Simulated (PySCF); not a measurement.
First SCF of a structure search on singlet RuCl₂, at a hand-made bent geometry. PySCF input:

```python
from pyscf import gto, scf, dft
mol = gto.M(atom='''
Ru     0.000000     0.000000     0.000000
Cl     1.834900     0.000000     1.284800
Cl    -1.834900     0.000000     1.284800''',
    basis={'Ru': 'def2-TZVP', 'Cl': 'def2-TZVP'},
    ecp={'Ru': 'def2-TZVP'},
    charge=0, spin=0)
mf = dft.RKS(mol, xc='PBE0')
mf.grids.atom_grid = (50, 194)
aux = {'Ru': 'def2-universal-JKFIT', 'Cl': 'def2-universal-JKFIT'}
mf = mf.density_fit(auxbasis=aux)
mf.conv_tol = 1e-08
mf.diis_space = 10
mf.max_cycle = 60
mf.init_guess = 'minao'
mf.verbose = 4
mf.kernel()
```

Excerpt of the output (cycles and frontier levels):

```
init E= -1007.20881849696
  HOMO = -0.571276775540565  LUMO = -0.562522671322921  gap/eV = 0.23821
cycle= 1 E= -1014.0381048795  delta_E= -6.83  |g|=  2.1  |ddm|= 4.11
  HOMO = 0.0793049543339577  LUMO = 0.0899704302139658  gap/eV = 0.29022
cycle= 2 E= -1004.59175494958  delta_E= 9.45  |g|= 4.27  |ddm|= 9.77
  HOMO = -0.410034598505343  LUMO = -0.372813570771063  gap/eV = 1.01284
cycle= 3 E= -1013.96744085958  delta_E= -9.38  |g|= 2.05  |ddm|= 9.79
  HOMO = -0.418709936458373  LUMO = -0.372720265309608  gap/eV = 1.25144
cycle= 4 E= -1014.44150009349  delta_E= -0.474  |g|= 1.51  |ddm|= 0.403
  HOMO = -0.258338564406574  LUMO = -0.188341648412481  gap/eV = 1.90471
cycle= 5 E= -1014.89912890002  delta_E= -0.458  |g|= 0.597  |ddm|= 0.872
  HOMO = -0.260352622982777  LUMO = -0.179026516758073  gap/eV = 2.21300
cycle= 6 E= -1014.97075131849  delta_E= -0.0716  |g|= 0.192  |ddm|= 0.348
  HOMO = -0.2602517373686  LUMO = -0.176379610613919  gap/eV = 2.28228
... 10 lines left out ...
cycle= 12 E= -1014.98508229773  delta_E= -2.2e-06  |g|= 0.00105  |ddm|= 0.00308
  HOMO = -0.253035457766643  LUMO = -0.173462867926762  gap/eV = 2.16528
cycle= 13 E= -1014.98508841433  delta_E= -6.12e-06  |g|= 0.000262  |ddm|= 0.0184
  HOMO = -0.253018529124449  LUMO = -0.173540120314908  gap/eV = 2.16272
cycle= 14 E= -1014.98508850213  delta_E= -8.78e-08  |g|= 6.14e-05  |ddm|= 0.0018
  HOMO = -0.253015542041729  LUMO = -0.173562310601745  gap/eV = 2.16203
cycle= 15 E= -1014.98508850767  delta_E= -5.53e-09  |g|= 2.35e-05  |ddm|= 0.00051
  HOMO = -0.253017209492681  LUMO = -0.173558724943486  gap/eV = 2.16218
Extra cycle  E= -1014.98508850777  delta_E= -1.02e-10  |g|= 9.24e-06  |ddm|= 2.67e-05
converged SCF energy = -1014.98508850777
```

No lower solution of this spin was found from smeared starts or by a stability analysis within the restricted form, which does not test spin polarisation.

At the minimum of this search the closed-shell solution is unstable towards spin polarisation, so a lower open-shell solution exists.

The search for the lowest solution, 3 starts and the stability check together, took 14 s on 2 threads of a shared Arm Neoverse V1 host, with 114 basis functions; the process peaked at 0.44 GiB.
